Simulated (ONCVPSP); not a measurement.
# Varying the ONCV potential for Mg

Base potential:

| Property | Result |
| --- | --- |
| Element | magnesium (Mg) |
| Generator | ONCVPSP 4.0.1 |
| Type | optimised norm-conserving Vanderbilt (ONCV) |
| Functional | PBEsol |
| Relativity | scalar-relativistic |
| Frozen core | [He] |
| Valence charge | 10 |
| Reference configuration | 2s2 2p6 3s2 |
| Partial waves | 2s+3s: rc 1.05 bohr, ncon 4, nbas 8, qcut 8.9 1/bohr, 2 projectors; 2p: rc 0.70 bohr, ncon 4, nbas 7, qcut 22.2 1/bohr, 3 projectors, debl 2.5 Ha |
| Local potential | polynomial inside 0.60 bohr (lpopt 2, dvloc0 2 Ha) |
| Core correction | Teter function, fcfact 1.75, rcfact 1.7 |

Cutoffs, loose and tight: the cutoffs (Ha) at which the residual kinetic energy of the hardest occupied pseudo-wave falls to 1 and 0.1 mHa per electron. They do not see the model core or the augmentation charge, which bear on the density cutoff. Test errors are all-electron minus pseudo excitation energies from the reference, over the configurations 2s2 2p6 3s1; 2s2 2p6 3s0; 2s2 2p6 3s1.5; 2s2 2p5 3s2. A dash means not determined; rows that change the core or the reference have their own tests.

| change | outcome | cutoff, loose | cutoff, tight | bound ghosts | GHOST(+) flags above zero | largest test error (meV) |
| --- | --- | --- | --- | --- | --- | --- |
| base | generated | 155 Ha | 184 Ha | none | none | +38 |
| core correction Teter function, fcfact 1.4, rcfact 1.7 | generated | 155 Ha | 184 Ha | none | none | +38 |
| core correction Teter function, fcfact 2.3, rcfact 1.7 | generated | 155 Ha | 184 Ha | none | none | +39 |
| core correction Teter function, fcfact 3.6, rcfact 1.7 | generated | 155 Ha | 184 Ha | none | none | +38 |
| core correction Teter function, fcfact 4.3, rcfact 1.7 | generated | 155 Ha | 184 Ha | none | none | +38 |
| core correction Teter function, fcfact 5.7, rcfact 1.7 | generated | 155 Ha | 184 Ha | none | none | +38 |
| core correction Teter function, fcfact 6.4, rcfact 1.7 | generated | 155 Ha | 184 Ha | none | none | +37 |
| core correction Teter function, fcfact 7.7, rcfact 1.7 | generated | 155 Ha | 184 Ha | none | none | +37 |

Reading the sweep of the fcfact (base included, trends over the rows without a ghost): The loose cutoff stays near 155 Ha. The median size of the test errors (rows with all tests solved) stays near 0.4 meV.
